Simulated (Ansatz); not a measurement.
C2H4BFO2, SMILES FB1COCO1.

The structure is a stationary point at PBE0-D3(BJ)/def2-SVP. This is a generated structure with no PubChem entry under its InChIKey; it may be hypothetical. Other conformers were not sampled.

Two levels are set side by side: PBE/def2-TZVPD (Ansatz, an electronic-structure program) and PBE0/def2-TZVPD (Ansatz). Energy differences of separate SCF runs at the same geometry; the states with an electron removed or added have multiplicity 2 and 2. Differences are taken from unrounded values.

| quantity | PBE0 |
|---|---|
| vertical ionisation energy (eV) | 10.20 |
| vertical singlet–triplet gap (eV) | 6.74 |

Question: What does PBE give, and how far is it from PBE0? (Estimate from the structure and the level; the computed values follow.)

Answer: 
| quantity | PBE | PBE minus PBE0 |
|---|---|---|
| vertical ionisation energy (eV) | 9.84 | -0.36 |
| vertical singlet–triplet gap (eV) | 6.15 | -0.59 |
